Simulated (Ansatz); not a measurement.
Z-matrix (Å, degrees):
```
Ge
Br 1 2.339
H 1 1.598 2 93.3
```

The species carries charge 0 and has multiplicity 1.

(1) List the PBE/def2-TZVPP orbital energies in eV (the Gaussian-basis code of Ansatz). (An estimate is asked.)

Results:

(1) The calculation gave: Occupied: -13088.90, -10805.47, -1682.03, -1516.39, -1516.36, -1516.32, -1338.76, -1192.25, -1192.18, -1192.13, -228.81, -170.94, -170.85, -170.73, -163.27, -114.88, -114.69, -114.51, -67.62, -67.61, -67.53, -67.46, -67.44, -30.63, -30.60, -30.45, -30.34, -30.31, -19.18, -12.82, -8.54, -7.65, -7.53, -6.00. Lowest empty: -3.90, -1.29, 0.32, 3.44, 3.84, 4.16, 4.28, 4.28.
